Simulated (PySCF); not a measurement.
Choosing a molecule for a target property.

All species are isolated and taken at one optimised geometry, non-relativistic unless stated. Electronic properties by PySCF.

Dipoles, sizes and rotational constants follow the conformer. The torsions of the flexible species, by atom-mapped SMILES:
- `[CH3:1][CH2:2][c:3]1[n:4][cH:5][n:6][o:7]1`: C1–C2–C3–N4 -93°
- `[O:1]=[N:2][O:3][OH:4]`: O1–N2–O3–O4 0°, H–O4–O3–N2 0°
- `[CH2:1]=[CH:2]/[C:3]([CH3:4])=[N:5]\[NH:6][CH2:7][CH3:8]`: C1–C2–C3–C4 0°, C3–N5–N6–C7 -162°, N5–N6–C7–C8 83°
- `[CH3:1][CH2:2][C@H:3]([CH3:4])[n:5]1[n:6][cH:7][cH:8][c:9]1[C:10]#[N:11]`: C1–C2–C3–C4 -175°, C2–C3–N5–N6 60°
- `[CH3:1][C:2]([CH3:3])([CH3:4])[Si@H:5]1[CH2:6][C:7]([C:8]#[N:9])=[N:10]1`: C1–C2–Si5–C6 -159°
- `[CH2:1]=[N:2]/[CH:3]=[CH:4]/[Cl:5]`: C1–N2–C3–C4 48°

Question: Wanted: dipole moment between 1.3 D and 2 D (PBE0/pcSseg-1) and HOMO energy above -7 eV (PBE0/pcSseg-1), at GFN2-xTB geometries. Which candidate meets both?
A. `CC[C@H](C)n1nccc1C#N`
B. `CC(C)(C)[Si@H]1CC(C#N)=N1`
C. `C=C/C(C)=N\NCC`
D. `CCc1ncno1`
E. `O=NOO`

Answer: C. Computed values:
| species | dipole moment | HOMO energy |
| --- | --- | --- |
| O=NOO | 0.89 D | -8.89 eV |
| C=C/C(C)=N\NCC | 1.69 D | -5.78 eV |
| CCc1ncno1 | 2.09 D | -8.29 eV |
| CC[C@H](C)n1nccc1C#N | 2.47 D | -7.70 eV |
| CC(C)(C)[Si@H]1CC(C#N)=N1 | 5.39 D | -7.58 eV |

Question: Wanted: smallest rotational constant below 0.7 GHz (GFN2-xTB) and HOMO–LUMO gap below 7 eV (PBE0/pcSseg-1), at GFN2-xTB geometries. Which candidate meets both?
A. `O(O)N=O`
B. `CCC1=NC=NO1`
C. `CC(C)(C)[Si@H]1CC(C#N)=N1`
D. `C=N/C=C/Cl`
E. `C=C/C(C)=N\NCC`

Answer: C. Computed values:
```csv
species,smallest rotational constant,HOMO–LUMO gap
CC(C)(C)[Si@H]1CC(C#N)=N1,0.594 GHz,5.54 eV
C=C/C(C)=N\NCC,0.888 GHz,4.96 eV
C=N/C=C/Cl,1.589 GHz,5.44 eV
CCC1=NC=NO1,1.790 GHz,7.64 eV
O(O)N=O,5.748 GHz,6.52 eV
```
